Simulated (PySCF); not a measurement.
## `C=C/C=C/C=C/C=C`, C₈H₁₀

Molfile (atoms numbered from 1):
```
C8H10
     RDKit          3D

 18 17  0  0  0  0  0  0  0  0999 V2000
    3.5116    1.2384   -1.6941 C   0  0  0  0  0  0  0  0  0  0  0  0
    2.6749    1.0739   -0.6561 C   0  0  0  0  0  0  0  0  0  0  0  0
    1.3723    0.4560   -0.7477 C   0  0  0  0  0  0  0  0  0  0  0  0
    0.5314    0.2916    0.3015 C   0  0  0  0  0  0  0  0  0  0  0  0
   -0.7653   -0.3231    0.2132 C   0  0  0  0  0  0  0  0  0  0  0  0
   -1.6059   -0.4875    1.2626 C   0  0  0  0  0  0  0  0  0  0  0  0
   -2.9085   -1.1054    1.1720 C   0  0  0  0  0  0  0  0  0  0  0  0
   -3.7440   -1.2700    2.2109 C   0  0  0  0  0  0  0  0  0  0  0  0
    3.2396    0.9007   -2.6991 H   0  0  0  0  0  0  0  0  0  0  0  0
    4.4880    1.7126   -1.5733 H   0  0  0  0  0  0  0  0  0  0  0  0
    2.9801    1.4245    0.3375 H   0  0  0  0  0  0  0  0  0  0  0  0
    1.0576    0.1019   -1.7374 H   0  0  0  0  0  0  0  0  0  0  0  0
    0.8480    0.6463    1.2904 H   0  0  0  0  0  0  0  0  0  0  0  0
   -1.0821   -0.6778   -0.7757 H   0  0  0  0  0  0  0  0  0  0  0  0
   -1.2907   -0.1333    2.2521 H   0  0  0  0  0  0  0  0  0  0  0  0
   -3.2146   -1.4560    0.1787 H   0  0  0  0  0  0  0  0  0  0  0  0
   -3.4709   -0.9322    3.2156 H   0  0  0  0  0  0  0  0  0  0  0  0
   -4.7206   -1.7442    2.0912 H   0  0  0  0  0  0  0  0  0  0  0  0
  1  2  2  0
  2  3  1  0
  3  4  2  0
  4  5  1  0
  5  6  2  0
  6  7  1  0
  7  8  2  0
  1  9  1  0
  1 10  1  0
  2 11  1  0
  3 12  1  0
  4 13  1  0
  5 14  1  0
  6 15  1  0
  7 16  1  0
  8 17  1  0
  8 18  1  0
M  END
```

The calculation used PySCF, TDDFT CAM-B3LYP/aug-cc-pVDZ excited states, vertical, gas phase. Geometry: PBE0-D3(BJ)/def2-SVP.

Question: Give the one- and two-photon strengths of the lowest singlets.

Answer: δ for parallel linear polarisation; σ at the peak of a Lorentzian of half width 0.1 eV, single beam; Ω is circular over linear.
| state | E (eV) | f | photon λ (nm) | δ (au) | σ (GM) | Ω | main |
| --- | --- | --- | --- | --- | --- | --- | --- |
| S1 | 4.20 | 1.555 | 591 | <0.1 | 0.00 | – | HOMO→LUMO 0.98 |
| S2 | 5.27 | 0.000 | 470 | <0.1 | 0.00 | – | HOMO→LUMO+2 0.91 |
| S3 | 5.31 | 0.000 | 467 | 224 | 2.31 | 1.50 | HOMO→LUMO+1 0.84 |
| S4 | 5.61 | 0.018 | 442 | <0.1 | 0.00 | – | HOMO→LUMO+3 0.85 |
| S5 | 5.75 | 0.000 | 431 | 41300 | 499.82 | 0.66 | HOMO−1→LUMO 0.47, HOMO→LUMO+6 0.46 |
| S6 | 5.91 | 0.000 | 419 | 33.7 | 0.43 | 1.50 | HOMO→LUMO+5 0.54, HOMO→LUMO+4 0.32 |

Among these, the strongest one-photon state is S1, the strongest two-photon state S5, with a dipole change of 0.0 D (relaxed, norm of the difference vector).
